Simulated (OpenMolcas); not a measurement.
An OpenMolcas run meant for Nd³⁺ (ANO-R3, X2C; inactive shells 1s 2s 2p 3s 3p 3d 4s 4p 4d 5s 5p; intended active space 3 electrons in 7 orbitals (4f)). One step of its input:

```
&CASPT2
Multistate=30 1 2 3 4 5 6 7 8 9 10 11 12 13 14 15 16 17 18 19 20 21 22
23 24 25 26 27 28 29 30
Frozen=14 9
IPEA=-0.1
Imaginary=0.1
MaxIter=60
WThr=0.0 0.3 0.05
PrWF=0.5
NoMix
```

The run finished. Its levels beside those of a sound run (SS-CASPT2, IPEA 0.25 Eh, imaginary shift 0.1 Eh (closed shells correlated: 5s 5p)), in cm-1 above each run's lowest level:

| Level | This run | Usual run |
| --- | --- | --- |
| 4f3 4I* 9/2 | 0.0 | 0.0 |
| 4f3 4I* 11/2 | 2057 | 2032 |
| 4f3 4I* 13/2 | 4232 | 4197 |
| 4f3 4I* 15/2 | 6474 | 6444 |
| 4f3 2H* 9/2 [74 %] | 11918 | 12866 |
| 4f3 4F* 3/2 | 12371 | 12914 |
| 4f3 4F* 5/2 | 13522 | 14040 |
| 4f3 4S* 3/2 | 13906 | 14718 |
| 4f3 4F* 7/2 | 14456 | 15037 |
| 4f3 4F* 9/2 | 15523 | 16141 |
| 4f3 2H* 11/2 | 15246 | 16207 |
| 4f3 2G* 7/2 | 17444 | 18439 |
| 4f3 4G* 5/2 | 19770 | 20294 |
| 4f3 2G* 9/2 [58 %] | 20438 | 21356 |

Which setting is unsound, and how much does it matter here?

The IPEA shift is negative. Against the sound run the excited levels shown move by 580 cm-1 on average and by 1000 cm-1 at most.

CASPT2 does not keep the components of a term degenerate, so their means are used; among the terms shown or strongly mixed into the levels shown the widest spread is 900 cm-1 (4f3 4I*, this run). High states are left out of the spin-orbit mixing, which shifts the levels that they would mix with. Some levels mix across a computed gap that differs much from the measured one, so their mixing is not that of the real levels. The CASPT2 spread within a term exceeds the gap to the next term for 4f3 4S* and 4f3 4F*, so the order of their levels is uncertain, and so are names and mixing where such terms share a J. Levels of configurations outside the active space are missing.

A share in square brackets marks a mixed level and gives the weight of the term that names it, the lowest over the columns. * marks odd parity.
